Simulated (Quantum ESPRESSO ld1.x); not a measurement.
The hafnium ion Hf3+, 69 electrons, occupied as [Xe] 4f14 5d1 (the NIST ground configuration). Method: scalar-relativistic Kohn-Sham, LDA (Slater exchange, Perdew-Wang correlation), spin-polarised, spherical densities, point nucleus; open shells are filled with parallel spins first; computed with ld1.x of Quantum ESPRESSO 7.5.

Unscreened Slater integrals over Kohn-Sham orbitals (eV). They are taken over the spin-up orbitals.

integral,value
"F0(5d,5d)",12.752
"F2(5d,5d)",6.6710
"F4(5d,5d)",4.4020
"F0(5d,4f)",16.356
"F2(5d,4f)",3.8267
"F4(5d,4f)",1.8221
"G1(5d,4f)",1.6880
"G3(5d,4f)",1.3838
"G5(5d,4f)",1.0566
"F0(5d,5p)",14.766
"F2(5d,5p)",7.1019
"G1(5d,5p)",8.3212
"G3(5d,5p)",5.1216
"F0(5d,5s)",15.351
"G2(5d,5s)",5.1572
"F0(4f,4f)",37.555
"F2(4f,4f)",17.787
"F4(4f,4f)",11.147
"F6(4f,4f)",8.0159
"F0(4f,5p)",22.462
"F2(4f,5p)",7.3478
"G2(4f,5p)",3.5715
"G4(4f,5p)",2.7965
"F0(4f,5s)",25.458
"G3(4f,5s)",4.3736
"F0(5p,5p)",18.498
"F2(5p,5p)",9.9627
"F0(5p,5s)",19.850
"G1(5p,5s)",13.199
"F0(5s,5s)",21.644

Derived for the open shells (J is the average intra-shell exchange parameter used in DFT+U). 5d: Racah B = F2/49 - 5 F4/441 = 0.08623 eV, C = 35 F4/441 = 0.3494 eV, C/B = 4.05, F4/F2 = 0.660, J = (F2 + F4)/14 = 0.7909 eV.
